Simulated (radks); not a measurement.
Results of a calculation; reference values are marked as such.
Species: Cs15+. Configuration: [Kr] 4d4 (the NIST ground configuration). Level of theory: Dirac Kohn-Sham, relativistic LDA (MacDonald-Vosko exchange, VWN5 correlation), spin-unpolarised, spherical densities, finite nucleus; open shells fill j = l - 1/2 first; Fermi nuclear charge, rms radius 4.8041 fm (a radial shooting solver on a logarithmic mesh with Libxc functionals).

Normalised radial functions P(r) = r R(r) (large component), r in bohr:

| r | 3d5/2 | 4s1/2 |
|---|---|---|
| 0.001773 | 0.0000 | 0.1222 |
| 0.002309 | 0.0001 | 0.1507 |
| 0.003006 | 0.0002 | 0.1839 |
| 0.003914 | 0.0003 | 0.2214 |
| 0.005097 | 0.0007 | 0.2617 |
| 0.00669 | 0.0016 | 0.3026 |
| 0.008711 | 0.0033 | 0.3359 |
| 0.01134 | 0.0069 | 0.3538 |
| 0.01477 | 0.0142 | 0.3434 |
| 0.01923 | 0.0287 | 0.2889 |
| 0.02504 | 0.0570 | 0.1755 |
| 0.03261 | 0.1098 | -0.0029 |
| 0.0428 | 0.2077 | -0.2373 |
| 0.05574 | 0.3683 | -0.4582 |
| 0.07258 | 0.6162 | -0.5741 |
| 0.0945 | 0.9595 | -0.4713 |
| 0.1231 | 1.3666 | -0.0957 |
| 0.1602 | 1.7447 | 0.4429 |
| 0.2086 | 1.9489 | 0.8321 |
| 0.2739 | 1.8438 | 0.6943 |
| 0.3566 | 1.4303 | -0.0474 |
| 0.4643 | 0.8703 | -0.9765 |
| 0.6046 | 0.3914 | -1.4573 |
| 0.7873 | 0.1204 | -1.2293 |
| 1.025 | 0.0228 | -0.6464 |
| 1.335 | 0.0023 | -0.2033 |
| 1.752 | 0.0001 | -0.0322 |
| 2.282 | 0.0000 | -0.0024 |
| 2.971 | 0.0000 | -0.0001 |
| 3.869 | 0.0000 | 0.0000 |

3d5/2: eigenvalue -1032.1 eV, 0 radial nodes, <r> = 0.273 bohr, 90 % of the charge inside 0.428 bohr. 4s1/2: eigenvalue -520.08 eV, 3 radial nodes at r = 0.0325, 0.129, 0.352 bohr, <r> = 0.664 bohr, 90 % of the charge inside 0.946 bohr.
